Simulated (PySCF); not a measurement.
Compound: N-(3-methylbutyl)acetamide, C₇H₁₅NO.
Bonds: C1–C2, C2–O3 (double), C2–N4, N4–C5, C5–C6, C6–C7, C7–C8, C7–C9. Hydrogens: H10, H11, H12 on C1; H13 on N4; H14, H15 on C5; H16, H17 on C6; H18 on C7; H19, H20, H21 on C8; H22, H23, H24 on C9.

Computed geometry: GFN2-xTB, gas phase.

Q: Give the optimised bond lengths and angles.

A: 
| bond | length (pm) | order |
| --- | --- | --- |
| C1–C2 | 151.6 | single |
| C2=O3 | 121.2 | double |
| C2–N4 | 135.4 | single |
| N4–C5 | 144.5 | single |
| C5–C6 | 152.9 | single |
| C6–C7 | 153.3 | single |
| C7–C8, C7–C9 | 152.7 | single |
| C1–H10, C1–H11, C1–H12 | 108.7 | single |
| N4–H13 | 100.8 | single |
| C5–H14, C5–H15 | 109.4 | single |
| C6–H16, C6–H17 | 109.3 | single |
| C7–H18 | 109.6 | single |
| C8–H19 and 5 like bonds | 108.7 | single |

Bonds in one row agree within 1 pm and their mean is given. Orders are formal, as drawn. A selection of angles:
| angle | degrees |
| --- | --- |
| C1–C2–O3 | 123.6 |
| C1–C2–N4 | 113.5 |
| O3–C2–N4 | 123.0 |
| C2–N4–C5 | 122.9 |
| N4–C5–C6 | 111.5 |
| C5–C6–C7 | 113.2 |
| C6–C7–C8 | 111.4 |
| C6–C7–C9 | 109.9 |
| C8–C7–C9 | 109.9 |
| H13–N4–C2 | 119.4 |
| H13–N4–C5 | 117.4 |

Torsions: C1–C2–N4–C5 177° (antiperiplanar); C2–N4–C5–C6 -115° (anticlinal); N4–C5–C6–C7 -179° (antiperiplanar); C5–C6–C7–C8 -70° (synclinal). The mirror-image conformer, all signs reversed, is as good.

N4 (amide nitrogen) is planar (angles 122.9°, 119.4° and 117.4°, sum 359.7°, 0.04 Å off the plane of its three neighbours). Of the pairs four or more bonds apart, O3···H14 is among the closest relative to their van der Waals radii: 2.32 Å, 85 % of the sum of Bondi's values. The C–N distances run from 1.354 Å (C2–N4, drawn single) to 1.445 Å (N4–C5, drawn single), a spread of 0.091 Å.

Point group: C1 (no symmetry element, even within 0.4 Å). Stationary, but not proved a minimum. The numbers are those of one conformer.
